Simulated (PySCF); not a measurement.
PySCF input:

```python
from pyscf import gto, scf, dft

mol = gto.M(
    atom='''
    Te   -0.00222639   -0.01879001    0.32322704
    F     1.35229803   -0.75173524   -0.65903022
    F     0.01331367    1.59534830   -0.53181124
    F    -1.35274809   -0.73504857   -0.67669258
    ''',
    basis='def2-tzvpd',
    ecp='def2-tzvp',
    charge=1,
    spin=0,
    verbose=4,
)

mf = scf.RHF(mol).density_fit(auxbasis='def2-universal-jkfit')
mf.conv_tol = 1e-9
mf.max_cycle = 100
mf.max_memory = 1500
mf.kernel()
if not mf.converged:
    mf = mf.newton()
    mf.kernel(mf.make_rdm1())
mf.analyze()
```

Problem. Predict the final energy.

Solution. -565.14337 Eh (HF/def2-TZVPD).
